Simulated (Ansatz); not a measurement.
Si(Cl)2(OH)(SH) (Cl2H2OSSi), SMILES Cl[Si](O)(S)Cl.

Geometry optimised at PBE0-D3(BJ)/def2-SVP. The structure was generated by enumeration, and PubChem lists no compound with its InChIKey, so it may never have been made. The values are those of a single conformer.

Two levels are set side by side: PBE/def2-SVPD (Ansatz, a quantum-chemistry and plane-wave program) and CAM-B3LYP/def2-SVPD (Ansatz). Energy differences of separate SCF runs at the same geometry; the states with an electron removed or added have multiplicity 2 and 2. Differences are taken from unrounded values.

```
quantity                           CAM-B3LYP   PBE  PBE minus CAM-B3LYP
---------------------------------  ---------  ----  -------------------
vertical ionisation energy (eV)        10.46  9.99                -0.48
vertical singlet–triplet gap (eV)       6.02  5.69                -0.33
```
